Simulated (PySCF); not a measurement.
**Mayer bond orders and bond lengths**

C4H17NSi3.
SMILES with atom numbers: `[CH3:1][C@H:2]([SiH2:3][NH:4][SiH3:5])[SiH:6]([CH3:7])[CH3:8]` (hydrogens: H9, H10, H11 on C1; H12 on C2; H13, H14 on Si3; H15 on N4; H16, H17, H18 on Si5; H19 on Si6; H20, H21, H22 on C7; H23, H24, H25 on C8)

Geometry (GFN2-xTB, Å), atoms numbered from 1 in this order:
```
atom  x, y, z in Å
C1    -1.0293   -1.9853    1.2002
C2    -0.2245   -1.2746    0.1115
Si3    1.5086   -0.8477    0.7706
N4     2.3544    0.0914   -0.4124
Si5    3.3230    1.5121   -0.2581
Si6   -1.1473    0.2393   -0.6107
C7    -1.0326    1.7253    0.5681
C8    -2.9807   -0.1819   -0.9139
H9    -1.2094   -1.3212    2.0426
H10   -1.9922   -2.3243    0.8216
H11   -0.4896   -2.8542    1.5745
H12   -0.0941   -1.9877   -0.7096
H13    2.2577   -2.0885    1.0391
H14    1.4371   -0.0492    1.9949
H15    2.1855   -0.1932   -1.3635
H16    4.4320    1.3952   -1.2081
H17    3.7943    1.5568    1.1223
H18    2.5398    2.7169   -0.5675
H19   -0.5424    0.5947   -1.9121
H20   -1.4110    1.4824    1.5572
H21   -0.0002    2.0423    0.6783
H22   -1.6043    2.5713    0.1987
H23   -3.0907   -1.0742   -1.5229
H24   -3.5118   -0.3513    0.0180
H25   -3.4829    0.6298   -1.4309
```

Bond orders from the PBE0/pcSseg-1 density (PySCF). One conformer (not necessarily the lowest) at the GFN2-xTB geometry, without solvent, vibrations or thermal averaging. GFN2-xTB frequencies show an imaginary mode (35i cm⁻¹), so this geometry is no minimum at that level.

Q: Where do the orders between heavy atoms depart from those drawn in the SMILES?

A: The largest departure is 0.155, at C2–Si6 (drawn single, 0.845). Drawn single, order below 0.88: C2–Si6 (0.845).

Q: Give the Mayer order of every bond between heavy atoms, beside its length.

A: 
```
  bond  drawn as  length (Å)  Mayer order
 C1–C2    single       1.529        1.033
C2–Si3    single       1.903        0.888
Si3–N4    single       1.731        0.911
N4–Si5    single       1.726        0.962
C2–Si6    single       1.915        0.845
Si6–C7    single       1.900        0.962
Si6–C8    single       1.905        0.958
```

Bonds between the same two heavy elements. C–Si: lowest C2–Si6 (0.845, 1.915 Å), highest Si6–C7 (0.962, 1.900 Å). N–Si: lowest Si3–N4 (0.911, 1.731 Å), highest N4–Si5 (0.962, 1.726 Å).

Q: And the bonds to hydrogen?

A: C–H: 0.93 to 0.96 (10 bonds); H–Si: 0.91 to 0.96 (6 bonds); H–N: 0.92 (1 bond).

Q: Sum the orders of all bonds at each heavy atom with more than one neighbour and set the sums beside the valence in the SMILES.

A: C1 3.922 (drawn 4), C2 3.692 (drawn 4), Si3 3.681 (drawn 4), N4 2.795 (drawn 3), Si5 3.755 (drawn 4), Si6 3.720 (drawn 4), C7 3.820 (drawn 4), C8 3.830 (drawn 4). Orders between atoms that aren't bonded are not in these sums.

The Mayer order sums products of elements of PS (density times overlap matrix) between the two atoms' basis functions, so it depends on the basis set.
